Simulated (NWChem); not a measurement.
System meant: InP$_{3}$H$_{6}$; SMILES [PH2][In]([PH2])[PH2]

NWChem input:

```
start job
memory heap 200 mb stack 900 mb global 1100 mb
geometry units angstroms noautoz
  In     0.001083     0.004308    -0.028282
  P      2.371014     0.874150    -0.045740
  H      2.814807    -0.081278     0.921323
  H      2.094595     1.881287     0.931162
  P     -0.425617    -2.481447     0.054417
  H      0.611600    -2.769242    -0.887013
  H     -1.449741    -2.427454    -0.941982
  P     -1.932451     1.622894     0.067905
  H     -2.681264     0.923658    -0.929525
  H     -1.330683     2.517928    -0.871102
end
basis spherical
  * library def2-svp
end
dft
  xc pbe0
  iterations 150
  mulliken
end
task dft energy
```

End of the output:

```
             Grid Information
             ----------------
          Grid used for XC integration:  medium
          Radial quadrature: Mura-Knowles
          Angular quadrature: Lebedev.
          Tag              B.-S. Rad. Rad. Pts. Rad. Cut. Ang. Pts.
          ---              ---------- --------- --------- ---------
          In                  1.55      123          10.0       590
          P                   1.00       88          12.0       590
          H                   0.35       45          13.0       434
          Grid pruning is: on
          Number of quadrature shells:   657
          Spatial weights used:  Erf1

          Convergence Information
          -----------------------
          Convergence aids based upon iterative change in
          total energy or number of iterations.
          Levelshifting, if invoked, occurs when the
          HOMO/LUMO gap drops below (HL_TOL):  1.00D-02
          DIIS, if invoked, will attempt to extrapolate
          using up to (NFOCK): 10 stored Fock matrices.

                    Damping( 0%)  Levelshifting(0.5)       DIIS
                  --------------- ------------------- ---------------
          dE  on:    start            ASAP                start
          dE off:    2 iters        150 iters           150 iters

      Screening Tolerance Information
      -------------------------------
          Density screening/tol_rho:  1.00D-10
          AO Gaussian exp screening on grid/accAOfunc:  14
          CD Gaussian exp screening on grid/accCDfunc:  20
          XC Gaussian exp screening on grid/accXCfunc:  20
          Schwarz screening/accCoul:  1.00D-08

      Superposition of Atomic Density Guess
      -------------------------------------

      charge =      49.0 In (Indium)

      symmetry species            s     p     d     f
      number of basis functions =10     7     6
      number of cont. functions = 4     4     2
      number of closed shells   = 5     3     2
      number of open shells     = 0     1     0
      open shell occupation     = 0     1     0
 ------------------------------------------------------------------------
 atomscf:atomd: error in atom scf                   0
 ------------------------------------------------------------------------
 ------------------------------------------------------------------------
  current input line :
    23: task dft energy
 ------------------------------------------------------------------------
 ------------------------------------------------------------------------
 This error has not yet been assigned to a category
 ------------------------------------------------------------------------
 For more information see the NWChem manual at https://nwchemgit.github.io

0:atomscf:atomd: error in atom scf:Received an Error in Communication
```

Find the fault in this run and fix the input.

The program stopped with an error. Cause: the def2 basis of a heavy element holds valence functions alone and wants its effective core potential (without it all electrons must fit into that basis). This input runs:
```
start job
memory heap 200 mb stack 900 mb global 1100 mb
geometry units angstroms noautoz
  In     0.001083     0.004308    -0.028282
  P      2.371014     0.874150    -0.045740
  H      2.814807    -0.081278     0.921323
  H      2.094595     1.881287     0.931162
  P     -0.425617    -2.481447     0.054417
  H      0.611600    -2.769242    -0.887013
  H     -1.449741    -2.427454    -0.941982
  P     -1.932451     1.622894     0.067905
  H     -2.681264     0.923658    -0.929525
  H     -1.330683     2.517928    -0.871102
end
basis spherical
  In library def2-svp
  P library def2-svp
  H library def2-svp
end
ecp
  In library def2-ecp
end
dft
  xc pbe0
  iterations 150
  mulliken
end
task dft energy
```
It converges to -1217.10806 Ha (PBE0/def2-SVP with def2 effective core potentials on In).
